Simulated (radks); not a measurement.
Question: The table gives one normalised radial function P(r) = r R(r) (large component) of Cd11+ in [Kr] 4d1 (r in bohr). All-electron calculation, Dirac Kohn-Sham, PBE, spin-unpolarised, spherical densities, finite nucleus; open shells fill j = l - 1/2 first; Fermi nuclear charge, rms radius 4.6087 fm. Program: a radial shooting solver on a logarithmic mesh with Libxc functionals.

r	P
0.001198	0.0000
0.00156	0.0000
0.002048	0.0001
0.002666	0.0001
0.0035	0.0002
0.004593	0.0004
0.005981	0.0008
0.007851	0.0017
0.01022	0.0035
0.01342	0.0072
0.01747	0.0144
0.02293	0.0292
0.02986	0.0568
0.0392	0.1096
0.05145	0.2039
0.067	0.3558
0.08794	0.5946
0.1145	0.9099
0.1503	1.2846
0.1957	1.6082
0.2569	1.7671
0.3345	1.6483
0.4391	1.2562
0.5763	0.7480
0.7504	0.3387
0.985	0.1024
1.283	0.0199
1.684	0.0019
2.192	0.0001
2.877	0.0000
3.747	0.0000
4.918	0.0000

Which n and l does it have? It may be an empty orbital.

Answer: n = 3, l = 2: the number of nodes gives n - l - 1 = 0, the rise at small r points to l (for j = l - 1/2 the large component starts outside the nucleus as r^gamma with gamma = sqrt(l^2 - (Z/c)^2) = 1.97 and the r^(l+1) term takes over further out; the orbital of l - 1 with the same j starts with the same power, but with a larger coefficient, and does not steepen), and the extent must fit the shell. The curve is that of 3d3/2; the two j differ most near the nucleus, where j = l - 1/2 has the larger amplitude, and in heavy atoms j = l - 1/2 is also the more compact. 3d3/2: eigenvalue -625.83 eV, 0 radial nodes, <r> = 0.330 bohr, 90 % of the charge inside 0.521 bohr.
